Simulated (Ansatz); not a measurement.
System: C₃H₅O, charge 0, doublet. C3H5O (SMILES [CH]=C(C)O, doublet).
B3LYP-D3(BJ)/def2-TZVP minimum from Ansatz (a program for electronic structure):
```
C
C 1 1.3122
H 2 1.0753 1 141.42
O 1 1.3836 2 124.29 3 0.00
H 4 0.9651 1 109.27 2 0.00
C 1 1.4945 2 124.97 3 180.00
H 6 1.0874 1 110.81 2 0.00
H 6 1.0923 7 109.23 1 121.23
H 6 1.0923 7 109.23 8 117.54
```
Charge 0, spin multiplicity 2.

Hartree-Fock and MP2 correlation energies in hartree (Ansatz). Open shells are spin-unrestricted; no spin-orbit coupling. Cores are frozen in correlated methods. No relativity. The UHF reference of C3H5O ([CH]=C(C)O, doublet) is spin-contaminated (<S^2> up to 0.15 over the pure value in the sets run).

```csv
basis,X,E(HF),"E(corr, MP2)"
cc-pVTZ,3,-191.36133,-0.69592
cc-pVQZ,4,-191.37499,-0.74477
cc-pV5Z,5,-191.37840,withheld
```

Problem. Fit E(corr) = E∞ + A/X³ to X = 3 and 4, predict X = 5, and compare with the run.

Solution. A = (-0.69592 - (-0.74477))/(1/27 - 1/64) = 2.2814; E∞ = -0.74477 - A/64 = -0.78042; at X = 5, E∞ + A/125 = -0.76217. The run gave -0.76384, 1.67 mEh below the prediction. The same form on X = 4 and 5 gives E∞ = -0.78385, 3.43 mEh below the first estimate.
